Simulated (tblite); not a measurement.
Species: C5H8F2.
Numbering: `[CH3:1][C:2]([CH3:3])=[C:4]([F:5])[CH2:6][F:7]` (hydrogens: H8, H9, H10 on C1; H11, H12, H13 on C3; H14, H15 on C6)

Computed with GFN2-xTB (tblite), gas phase: Langevin dynamics at 300 K from the optimised GFN2-xTB geometry, time step 0.5 fs, friction 0.01 fs⁻¹, 2000 steps.

Start geometry:
```
atom  x, y, z in Å
C1     -1.192    1.509    0.502
C2     -0.371    0.296    0.194
C3     -1.125   -0.989    0.053
C4      0.952    0.350    0.074
F5      1.602    1.542    0.211
C6      1.906   -0.772   -0.205
F7      1.749   -1.807    0.690
H8     -0.569    2.389    0.624
H9     -1.759    1.347    1.417
H10    -1.903    1.689   -0.304
H11    -1.470   -1.317    1.033
H12    -0.515   -1.779   -0.371
H13    -2.000   -0.838   -0.576
H14     1.757   -1.202   -1.204
H15     2.934   -0.411   -0.102
```

The statistics below take the 31 frames saved every 25 fs from 250 to 1000 fs; their kinetic temperature (all 3N coordinates) averages 281 K.

**Question.** Give the mean, spread and extremes of the bond lengths.

**Answer.** 
```csv
bond,start (Å),mean (Å),standard deviation (Å),shortest (Å),longest (Å)
C1–C2,1.497,1.507,0.029,1.429,1.572
C2–C3,1.496,1.500,0.038,1.438,1.596
C2=C4,1.329,1.332,0.019,1.291,1.363
C4–F5,1.364,1.376,0.036,1.289,1.444
C4–C6,1.500,1.500,0.032,1.432,1.576
C6–F7,1.377,1.386,0.032,1.329,1.483
C1–H8,1.086,1.094,0.034,1.020,1.164
C1–H9,1.089,1.093,0.031,1.034,1.151
C1–H10,1.089,1.089,0.018,1.045,1.121
C3–H11,1.090,1.087,0.021,1.050,1.131
C3–H12,1.085,1.090,0.024,1.034,1.162
C3–H13,1.089,1.096,0.034,1.040,1.169
C6–H14,1.097,1.100,0.024,1.055,1.153
C6–H15,1.094,1.097,0.029,1.033,1.155
```

**Question.** Give the same statistics for bond angles, one of each kind among heavy atoms.

**Answer.** 
| angle | start (°) | mean (°) | standard deviation (°) | smallest (°) | largest (°) |
| --- | --- | --- | --- | --- | --- |
| C1–C2–C3 | 116.0 | 116.2 | 2.9 | 109.9 | 122.8 |
| C1–C2–C4 | 122.1 | 122.0 | 3.0 | 115.5 | 129.6 |
| C3–C2–C4 | 121.9 | 121.5 | 2.5 | 116.3 | 125.8 |
| C2–C4–F5 | 120.1 | 119.4 | 3.0 | 113.0 | 125.1 |
| C2–C4–C6 | 128.3 | 129.0 | 3.0 | 122.8 | 135.2 |
| F5–C4–C6 | 111.7 | 111.3 | 3.4 | 105.2 | 118.1 |
| C4–C6–F7 | 111.6 | 111.8 | 3.3 | 106.6 | 119.1 |

**Question.** How far does each atom move about its mean position (frames aligned on the start, all atoms weighted alike), and what rms force does it feel?

**Answer.** 
| atom | rms displacement (Å) | rms force (eV/Å) |
| --- | --- | --- |
| C1 | 0.12 | 2.09 |
| C2 | 0.09 | 1.91 |
| C3 | 0.11 | 1.84 |
| C4 | 0.12 | 1.85 |
| F5 | 0.24 | 1.18 |
| C6 | 0.11 | 1.82 |
| F7 | 0.22 | 0.92 |
| H8 | 0.85 | 1.17 |
| H9 | 0.90 | 1.04 |
| H10 | 0.81 | 0.77 |
| H11 | 0.91 | 0.82 |
| H12 | 0.89 | 0.86 |
| H13 | 0.89 | 1.13 |
| H14 | 0.23 | 0.78 |
| H15 | 0.22 | 1.00 |

The displacements run from 0.09 to 0.91 Å.

**Question.** Follow the torsion C2–C4–C6–F7 through every second one of these frames.

**Answer.** 
```csv
t (fs),C2–C4–C6–F7 (°)
250,-61
300,-55
350,-34
400,-35
450,-46
500,-66
550,-65
600,-47
650,-43
700,-41
750,-52
800,-61
850,-60
900,-52
950,-51
1000,-36
```

Largest departure from the start value over all these frames: C2–C4–C6–F7 20° (start -54°).

The run is classical and short, so these are rough statistics of one trajectory.

What follows is the cost of the whole dynamics run. Hardware: one thread of an AMD EPYC 9R45 (shared host). Cost: 5.8 s of wall time, 0.18 GiB resident at most.
